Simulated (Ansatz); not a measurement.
The same path of C2H7AlSi (11 atoms, charge 0, multiplicity 1) was run twice with different band settings.

These are results of RKS PBE0-D4/def2-SVP in Ansatz, not measurements.

Relaxed end points:

```xyz
11
Properties=species:S:1:pos:R:3
C -1.121 1.844 0.375
C -0.041 1.082 0.584
Si -0.056 -0.795 0.595
Al 1.193 -1.671 -1.338
H -2.118 1.410 0.232
H -1.063 2.938 0.347
H 0.927 1.585 0.721
H -1.482 -1.259 0.606
H 0.592 -1.296 1.856
H 2.521 -0.929 -1.822
H 0.713 -2.967 -2.135
```

```xyz
11
Properties=species:S:1:pos:R:3
C -0.853 1.733 -0.035
C -0.201 1.024 0.894
Si 0.048 -0.847 0.829
Al 0.903 -1.491 -1.387
H -1.297 1.266 -0.924
H -0.990 2.817 0.048
H 0.212 1.568 1.753
H -1.225 -1.546 1.204
H 1.056 -1.218 1.879
H 2.227 -0.787 -1.929
H 0.187 -2.575 -2.311
```

Common settings: spring 5.0 eV/Å²; optimiser quadratic models (default); start path through a guess of the saddle point; force threshold 0.05 eV/Å; iteration limit 60; end points relaxed.

| run | movable images | climbing image |
| --- | --- | --- |
| 1 | 5 | yes |
| 2 | 4 | no |

Task: What does each run give, and how far can it be trusted?

Result: Run 1: converged after 17 iterations, highest image 0.059 eV above the first end. The highest image is an end point: on this band no image between the ends rises above it.
Run 2: converged after 11 iterations, highest image 0.059 eV above the first end. The highest image is an end point: on this band no image between the ends rises above it.
